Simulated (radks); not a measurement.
Values are calculated unless marked as measured or tabulated.
Q: The table gives one normalised radial function P(r) = r R(r) of W50+ in [Ar] 3d6 (r in bohr). Code: a radial shooting solver on a logarithmic mesh with Libxc functionals. Model: non-relativistic Kohn-Sham, PBE, spin-polarised, spherical densities, point nucleus; open shells are filled with parallel spins first (spin-orbit coupling, left out, can overturn this in heavy ions); relativity is left out, which matters for an element this heavy.

| r | P |
|---|---|
| 0.000863 | 0.1013 |
| 0.001097 | 0.1265 |
| 0.001384 | 0.1561 |
| 0.001759 | 0.1928 |
| 0.002236 | 0.2362 |
| 0.002842 | 0.2864 |
| 0.003585 | 0.3404 |
| 0.004557 | 0.3998 |
| 0.005793 | 0.4581 |
| 0.007364 | 0.5075 |
| 0.009362 | 0.5358 |
| 0.01181 | 0.5274 |
| 0.01501 | 0.4617 |
| 0.01908 | 0.3178 |
| 0.02426 | 0.0841 |
| 0.03059 | -0.2168 |
| 0.03889 | -0.5548 |
| 0.04943 | -0.8150 |
| 0.06284 | -0.8486 |
| 0.07989 | -0.5255 |
| 0.1007 | 0.1204 |
| 0.1281 | 0.8808 |
| 0.1628 | 1.2447 |
| 0.207 | 0.7703 |
| 0.261 | -0.4063 |
| 0.3318 | -1.6067 |
| 0.4218 | -1.9231 |
| 0.5363 | -1.3026 |
| 0.6817 | -0.5146 |
| 0.8597 | -0.1178 |
| 1.093 | -0.0125 |

Which n and l does it have? It may be an empty orbital.

A: n = 4, l = 0: the number of nodes gives n - l - 1 = 3, the rise at small r (about r^(l+1)) gives l, and the extent must fit the shell. The curve is that of 4s down; the table hardly tells the two spins apart. 4s down (empty): eigenvalue -2591.8 eV, 3 radial nodes at r = 0.0260, 0.0970, 0.243 bohr, <r> = 0.398 bohr, 90 % of the charge inside 0.560 bohr.
